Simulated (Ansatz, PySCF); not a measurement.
Isomers of H4Se2Si: 1 is [SeH][SiH2][SeH], 2 is [SiH3][Se][SeH]; one conformer of each (the lowest of an xTB search), B3LYP-D3(BJ)/def2-TZVP minima.
Isomer 1 (charge 0, multiplicity 1):
```xyz
7

Se     1.6998     0.1520    -1.0488
Si    -0.1310    -0.6663     0.0538
Se    -1.4850     0.9405     0.9606
H      2.1682     0.9159     0.1188
H      0.2346    -1.5035     1.2148
H     -0.8200    -1.4729    -0.9745
H     -1.6667     1.6342    -0.3247
```
Isomer 2 (charge 0, multiplicity 1, Z-matrix in Å and degrees):
```
Si
H 1 1.4773
H 1 1.4783 2 109.83
H 1 1.4820 2 110.45 3 -121.78
Se 1 2.2990 2 110.35 3 121.63
Se 5 2.3713 1 95.61 2 -59.00
H 6 1.4755 5 95.97 1 -88.30
```

No zero-point or thermal terms.

Rows in LANL2DZ carry no dispersion term and start afresh at each structure. LANL2DZ brings its own core potentials from Na on.

Run with Ansatz (Gaussian orbitals); PySCF for LANL2DZ rows. Values without a source in brackets are computed.

Question: One of these levels gives 13.58 kcal/mol for the electronic energy of isomer 2 less that of isomer 1. Name it.
(A) PBE/def2-TZVPP
(B) B3LYP/LANL2DZ
(C) HF/def2-SVP

Answer: A, PBE/def2-TZVPP. The others give 14.90 (HF/def2-SVP), 10.94 (B3LYP/LANL2DZ)

Ansatz is a quantum-chemistry and plane-wave program.
